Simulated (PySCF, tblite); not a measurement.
Compound: C5H6F2O2.
Numbering: `[F:1][CH:2]([F:3])[O:4][C:5]1=[CH:6][O:7][CH2:8][CH2:9]1` (hydrogens: H10 on C2; H11 on C6; H12, H13 on C8; H14, H15 on C9)

Computed with GFN2-xTB (tblite), gas phase: nudged elastic band of 9 images (0 to 8), spring 0.2 eV/Å², climbing image at the end, force threshold 0.05 eV/Å. The top image wasn't refined or checked by frequencies; at this threshold it can lie a kcal/mol or more above the true saddle point of the method.

Path: rotation about C2–O4 (CHF2 carbon, ether oxygen), followed by the dihedral F1–C2–O4–C5.

Image 0 (start, dihedral -169°):
```
atom  x, y, z in Å
F1      3.443    0.147   -1.068
C2      2.422    0.243   -0.209
F3      2.820   -0.393    0.925
O4      1.348   -0.347   -0.767
C5      0.137   -0.133   -0.134
C6     -0.132    0.356    1.071
O7     -1.466    0.433    1.340
C8     -2.179   -0.085    0.210
C9     -1.139   -0.490   -0.850
H10     2.272    1.308    0.057
H11     0.513    0.691    1.862
H12    -2.855    0.697   -0.145
H13    -2.774   -0.935    0.554
H14    -1.243    0.069   -1.780
H15    -1.172   -1.554   -1.087
```

Image 8 (end, 0.000 eV, dihedral -75°):
```
atom  x, y, z in Å
F1      2.699    1.317   -0.068
C2      2.442   -0.017   -0.011
F3      3.510   -0.624   -0.539
O4      1.362   -0.355   -0.741
C5      0.132   -0.030   -0.197
C6     -0.183    0.814    0.780
O7     -1.517    0.854    1.050
C8     -2.186   -0.020    0.133
C9     -1.108   -0.693   -0.735
H10     2.368   -0.282    1.063
H11     0.426    1.463    1.380
H12    -2.877    0.586   -0.460
H13    -2.764   -0.739    0.719
H14    -1.237   -0.491   -1.798
H15    -1.070   -1.775   -0.597
```

**Question.** What do the inner images look like?

**Answer.** 
Image 1: +0.008 eV, dihedral -159°
```
atom  x, y, z in Å
F1      3.381    0.304   -1.139
C2      2.428    0.231   -0.201
F3      2.954   -0.506    0.812
O4      1.347   -0.363   -0.741
C5      0.136   -0.138   -0.114
C6     -0.147    0.378    1.077
O7     -1.485    0.458    1.327
C8     -2.185   -0.064    0.191
C9     -1.131   -0.517   -0.834
H10     2.238    1.245    0.201
H11     0.483    0.733    1.870
H12    -2.830    0.730   -0.196
H13    -2.812   -0.890    0.536
H14    -1.216   -0.001   -1.790
H15    -1.164   -1.591   -1.023
```

Image 2: +0.026 eV, dihedral -148°
```
atom  x, y, z in Å
F1      3.304    0.456   -1.186
C2      2.440    0.210   -0.189
F3      3.092   -0.616    0.668
O4      1.346   -0.380   -0.705
C5      0.133   -0.135   -0.093
C6     -0.170    0.413    1.080
O7     -1.511    0.497    1.307
C8     -2.194   -0.050    0.173
C9     -1.124   -0.539   -0.818
H10     2.241    1.154    0.350
H11     0.444    0.795    1.873
H12    -2.825    0.738   -0.249
H13    -2.835   -0.861    0.529
H14    -1.194   -0.057   -1.793
H15    -1.153   -1.618   -0.970
```

Image 3: +0.048 eV, dihedral -137°
```
atom  x, y, z in Å
F1      3.210    0.612   -1.202
C2      2.452    0.184   -0.174
F3      3.222   -0.703    0.500
O4      1.347   -0.409   -0.662
C5      0.130   -0.133   -0.071
C6     -0.191    0.451    1.078
O7     -1.536    0.543    1.282
C8     -2.201   -0.038    0.155
C9     -1.117   -0.558   -0.802
H10     2.261    1.040    0.496
H11     0.407    0.862    1.870
H12    -2.822    0.739   -0.301
H13    -2.851   -0.835    0.525
H14    -1.171   -0.106   -1.793
H15    -1.144   -1.641   -0.922
```

Image 4: +0.065 eV, dihedral -124°
```
atom  x, y, z in Å
F1      3.100    0.766   -1.179
C2      2.461    0.156   -0.156
F3      3.332   -0.762    0.316
O4      1.350   -0.448   -0.617
C5      0.128   -0.133   -0.054
C6     -0.206    0.492    1.070
O7     -1.554    0.593    1.253
C8     -2.206   -0.026    0.138
C9     -1.111   -0.576   -0.789
H10     2.293    0.905    0.635
H11     0.379    0.933    1.855
H12    -2.822    0.734   -0.351
H13    -2.860   -0.811    0.527
H14    -1.150   -0.152   -1.792
H15    -1.137   -1.663   -0.878
```

Image 5 (top): +0.071 eV, dihedral -111°
```
atom  x, y, z in Å
F1      2.980    0.915   -1.111
C2      2.466    0.127   -0.135
F3      3.416   -0.791    0.125
O4      1.353   -0.490   -0.574
C5      0.128   -0.136   -0.043
C6     -0.215    0.533    1.053
O7     -1.564    0.645    1.219
C8     -2.208   -0.015    0.123
C9     -1.105   -0.595   -0.776
H10     2.334    0.752    0.763
H11     0.362    1.004    1.826
H12    -2.821    0.727   -0.397
H13    -2.863   -0.786    0.536
H14    -1.132   -0.198   -1.791
H15    -1.135   -1.684   -0.837
```

Image 6: +0.063 eV, dihedral -96°
```
atom  x, y, z in Å
F1      2.830    1.078   -0.970
C2      2.466    0.094   -0.107
F3      3.484   -0.781   -0.101
O4      1.358   -0.535   -0.539
C5      0.131   -0.143   -0.038
C6     -0.215    0.581    1.021
O7     -1.564    0.706    1.175
C8     -2.206   -0.001    0.107
C9     -1.101   -0.622   -0.762
H10     2.389    0.548    0.895
H11     0.361    1.088    1.771
H12    -2.817    0.718   -0.447
H13    -2.863   -0.752    0.552
H14    -1.119   -0.259   -1.791
H15    -1.139   -1.711   -0.786
```

Image 7: +0.035 eV, dihedral -77°
```
atom  x, y, z in Å
F1      2.605    1.266   -0.657
C2      2.457    0.052   -0.063
F3      3.532   -0.666   -0.406
O4      1.364   -0.587   -0.522
C5      0.136   -0.163   -0.047
C6     -0.197    0.643    0.955
O7     -1.544    0.791    1.105
C8     -2.196    0.024    0.087
C9     -1.101   -0.669   -0.741
H10     2.476    0.220    1.030
H11     0.393    1.197    1.661
H12    -2.797    0.711   -0.514
H13    -2.862   -0.688    0.581
H14    -1.112   -0.367   -1.789
H15    -1.158   -1.757   -0.700
```

The largest changes of bonds and angles from start to top: F1–C2 1.338 → 1.355 Å, C2–F3 1.360 → 1.346 Å, C2–H10 1.108 → 1.102 Å, C2–O4–C5 116.1 → 119.3°, F3–C2–O4 112.0 → 109.5°, F1–C2–O4 108.1 → 110.2°. GFN2-xTB torsional profiles can miss by a kcal/mol or more and can put conformers in the wrong order.

Other torsions move too; by image: C2–O4–C5–C6 (-14, -13, -13, -14, -15, -16, -16, -12, 17°).

**Question.** What do single points at PBE0/pcSseg-1 (PySCF, no dispersion term) give on some images?

**Answer.** 
| image | GFN2-xTB E (eV) | DFT E (eV) | HOMO (eV) | LUMO (eV) | dipole (D) |
| --- | --- | --- | --- | --- | --- |
| 0 | 0.000 | 0.000 | -6.23 | 0.66 | 2.46 |
| 2 | 0.026 | 0.055 | -6.25 | 0.60 | 2.43 |
| 5 | 0.071 | 0.132 | -6.22 | 0.58 | 2.23 |
| 6 | 0.063 | 0.114 | -6.21 | 0.59 | 2.16 |
| 8 | 0.000 | -0.004 | -6.24 | 0.66 | 2.50 |

Energies count from image 0 at each level. At the GFN2-xTB top the DFT energy is 3.0 kcal/mol against 1.6; the geometries weren't optimised at the DFT level.

What follows is the cost of the whole band run. Rough CPU time on one thread of a shared machine: about 14 s.
